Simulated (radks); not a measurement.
Results of a calculation; reference values are marked as such.
Excited configurations of the mercury ion Hg61+: one electron is placed in a higher orbital outside [Ar]. The ground configuration is [Ar] 3d1. Level of theory: scalar-relativistic Kohn-Sham, r2SCAN, spin-polarised, spherical densities, finite nucleus; open shells are filled with parallel spins first (spin-orbit coupling, left out, can overturn this in heavy ions); meta-GGA in the generalised Kohn-Sham scheme; Fermi nuclear charge, rms radius 5.4648 fm (a radial shooting solver on a logarithmic mesh with Libxc functionals). Excitation = E - E(ground); binding = E(ion) - E, where the ion is the core of charge +62; n* = 62/sqrt(2 binding) in atomic units. These energies are relativistic, and a one-electron ion of charge +62 with no core already has n* below n in this formula (scalar-relativistic equation, point nucleus: 4s 3.911, 4f 3.990, 5d 4.974, 6d 5.972, 7d 6.970). The quantum defect is therefore taken as that value minus n*, so that it holds no relativistic shift of the bare ion.

| outer orbital | excitation (eV) | binding (eV) | n* | quantum defect | eigenvalue (eV) | <r> (bohr) |
|---|---|---|---|---|---|---|
| 4s | 2501.2 | 3943.4 | 3.642 | 0.270 | -3919.3 | 0.3219 |
| 4f | 3085.3 | 3359.3 | 3.946 | 0.044 | -3322.9 | 0.2769 |
| 5d | 4234.2 | 2210.5 | 4.864 | 0.110 | -2193.6 | 0.5239 |
| 6d | 4922.6 | 1522.0 | 5.862 | 0.110 | -1511.4 | 0.7830 |

Estimate the row for 7d.

Answer. excitation (eV) 5333.4; binding (eV) 1111.2; n* 6.860; quantum defect 0.109; eigenvalue (eV) -1103.8; <r> (bohr) 1.090. The Delta-SCF ionisation energy is 6444.6 eV (NIST Atomic Spectra Database: 6508 eV, theoretical). Self-interaction in the functional shifts the binding energies and quantum defects, so they are the method's values and not measured ones. Open shells are spherical and high-spin; term and fine-structure splittings are not resolved. Spin-orbit splitting is averaged out at the scalar-relativistic level.
